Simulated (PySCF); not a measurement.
CH₂ClNO₃Si, SMILES O=C=N[Si](O)(O)Cl.

Geometry: PBE0-D3(BJ)/def2-SVP. The structure was generated by enumeration, and PubChem lists no compound with its InChIKey, so it may never have been made. Other conformers were not sampled.

Computed with PBE0-D3(BJ)/def2-SVP in PySCF.

Frequencies are harmonic and unscaled.

Computed harmonic wavenumbers and intensities:
| mode | ν (cm⁻¹) | IR (km/mol) | moving atoms (share of kinetic energy) |
|---|---|---|---|
| 1 | 37 | 0.1 | O 47 %, Cl 28 %, N 19 % |
| 2 | 47 | 0.3 | O 59 %, N 33 % |
| 3 | 150 | 25.6 | H 75 %, O 10 %, Cl 8 % |
| 4 | 173 | 83.9 | H 51 %, O 21 %, N 15 %, Cl 9 % |
| 5 | 247 | 19.7 | O 46 %, H 23 %, N 13 %, Cl 12 % |
| 6 | 271 | 81.9 | O 33 %, H 25 %, N 16 %, Cl 14 % |
| 7 | 305 | 13.8 | O 47 %, H 21 %, N 14 % |
| 8 | 326 | 23.0 | O 34 %, N 25 %, Si 16 %, Cl 14 % |
| 9 | 346 | 62.9 | O 50 %, Cl 16 %, H 13 %, N 11 %, Si 8 % |
| 10 | 527 | 59.5 | O 32 %, Cl 29 %, Si 28 % |
| 11 | 627 | 32.4 | C 65 %, O 15 %, N 9 %, Si 8 % |
| 12 | 632 | 43.0 | C 70 %, O 15 %, N 13 % |
| 13 | 654 | 288.4 | Si 49 %, O 16 %, C 13 %, H 8 % |
| 14 | 796 | 232.3 | H 76 %, O 22 % |
| 15 | 812 | 232.2 | H 62 %, O 30 % |
| 16 | 928 | 219.0 | O 45 %, Si 38 %, H 17 % |
| 17 | 1009 | 152.6 | Si 47 %, O 43 %, H 10 % |
| 18 | 1568 | 64.5 | N 57 %, O 38 % |
| 19 | 2498 | 1591.2 | C 70 %, N 18 %, O 12 % |
| 20 | 3935 | 161.2 | H 94 % |
| 21 | 3940 | 125.1 | H 94 % |
